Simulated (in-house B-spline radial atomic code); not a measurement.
Binding energies in Pt

NIST's tabulated ground configuration is [Xe] 4f14 5d9 6s1; each binding energy is the energy of the ion with one electron taken from that subshell, relaxed, less that of the parent. All numbers are computed (Dirac-Hartree-Fock, average of configuration; Fermi nucleus of rms radius 5.427 fm) with an all-electron radial atomic-structure program (B-spline basis), not measured. Energies include first-order Breit, QED and recoil terms.

```
subshell  X-ray name  binding energy (eV)  -ε (eV)  relaxation (eV)
   2p1/2          L2                13281  13395.1             62.1
   2p3/2          L3              11571.7  11663.0             58.5
   3p1/2          M2               3039.3   3083.7             34.4
   3p3/2          M3               2659.2   2697.6             32.4
   4p1/2          N2                623.2    640.3             15.1
   4p3/2          N3                532.3    547.2             13.9
   4f5/2          N6                80.59    93.05            12.67
   4f7/2          N7                77.27    89.41            12.46
   5p1/2          O2                76.06    80.74             4.40
   5p3/2          O3                61.31    65.16             3.75
      5d        O4,5                 9.23    11.30             2.09
      6s          P1                 7.45     7.73             0.25
```

Relaxation = -ε minus the binding energy without Breit, QED and recoil terms.

Task: What does it cost to remove two 2p1/2 electrons?

Result: 26869 eV, which is 306.8 eV more than the two single binding energies together.

Task: What does it cost to remove both a 3p3/2 and a 6s electron?

Result: 2675.6 eV, which is 8.927 eV more than the two single binding energies together.
